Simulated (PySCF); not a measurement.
Spin states and ions at one geometry of [PbI]+

PySCF 2.14.0, RKS PBE0, Pb def2-SVP with ECP60, I def2-SVP with ECP28; non-relativistic Hamiltonian with scalar-relativistic core potentials where named; density fitting; no spin-orbit coupling; singlets restricted, open shells unrestricted. The geometry is relaxed for charge +1, singlet, vacuum:

```xyz
2

Pb    0.0000    0.0000   -0.9937
I     0.0000    0.0000    1.7029
```

Energies count from the relaxed state; an electron taken off or put on is at rest in vacuum. Charges and spins are Mulliken's.

**Question.** Order these states by energy, lowest first.
A. charge +1, triplet, vacuum
B. charge +1, singlet, vacuum
C. charge 0, doublet, vacuum
D. charge +2, doublet, vacuum

**Answer.** C (-6.65 eV), B (0.00 eV), A (3.36 eV), D (15.15 eV).

**Question.** How do charge and spin on the first atom follow?

**Answer.** 
```tsv
state	spin squared	charge on Pb1 (e)	spin on Pb1 (e)	dipole about the centre of mass (D)
charge +1, singlet, vacuum	0.00	0.94	0.00	3.78
charge +1, triplet, vacuum	2.01	0.70	1.27	1.09
charge +2, doublet, vacuum	0.75	1.34	0.00	0.82
charge 0, doublet, vacuum	0.75	0.25	0.99	2.66
```

With an electron taken off (doublet) the charges change, summed by element, by Pb +0.39 e, I +0.61 e. The vertical ionisation energy is 15.15 eV, against −ε(HOMO) = 13.02 eV of the relaxed state. The level lies 2.1 eV too high, as is usual for semilocal functionals and global hybrids, which keep a self-interaction error.

With an electron put on (doublet) the charges change, summed by element, by Pb -0.69 e, I -0.31 e. The vertical electron affinity is 6.65 eV, against −ε(LUMO) = 8.56 eV of the relaxed state.

Open shells may have lower solutions than those found.
